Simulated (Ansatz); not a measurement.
## Energy profile

The step: SiH₄O₂ ([OH][SiH2][OH]) + NH₃ → SiNH₅O ([NH2][SiH2][OH]) + H₂O; bonds formed: O2–H6; dative contacts that become bonds: Si1–N7; bonds broken: Si1–O2, H6–N7 (atoms numbered as in the saddle structure below).

```xyz
11
angstrom
Si -0.5527 -0.5989 0.0841
O 1.4315 -0.0272 0.4256
H 0.0281 -1.7289 -0.6915
H -2.0162 -0.7304 -0.2278
O -0.7009 -0.5117 1.7178
H 0.8719 0.8296 -0.3751
N -0.2305 1.0084 -0.8135
H 2.0924 -0.6111 0.0491
H 0.1658 -0.3881 2.1190
H -0.3304 0.9578 -1.8199
H -0.7590 1.8005 -0.4679
```

Electronic energies by CCSD(T) at an estimated basis limit (MP2 extrapolated from triple and quadruple zeta, plus CCSD(T) − MP2 in triple zeta), on PBE0-D4/def2-TZVP structures; SiNH₇O₂, singlet; no counterpoise correction. Ansatz 0.2.0; basis: def2-TZVPP and def2-QZVPP; cores frozen in the correlated methods. Extrapolation: Hartree–Fock as exp(−7.88 √X), correlation as X^−2.97.

(1) Give the profile in eV, counted from the separated reactants. (An estimate is asked for; the value comes from the calculation.)

No T1 diagnostic of these runs exceeds 0.012.

## Answers

(1) By the calculation:
```csv
point,eV
"separated: SiH₄O₂ (linked as [OH][SiH2][OH]; Si1, O2, H3, H4, O5, H8, H9; singlet) + NH₃ (H6, N7, H10, H11; singlet)",0.000
start structure,-0.205
saddle,1.235
end structure,0.065
"separated: SiNH₅O (linked as [NH2][SiH2][OH]; Si1, H3, H4, O5, N7, H9, H10, H11; singlet) + H₂O (O2, H6, H8; singlet)",0.419
```

For scale, one of the runs: CCSD(T)/def2-TZVPP, 233 basis functions, launched by `ansatz run in.yaml --threads 4 --pin off --events-out ev --progress --plain --max-ram 9574MiB`. The run took 88 s on 4 CPU threads of an Arm Neoverse V2 (shared host), with 4.2 GiB of host memory at its peak.
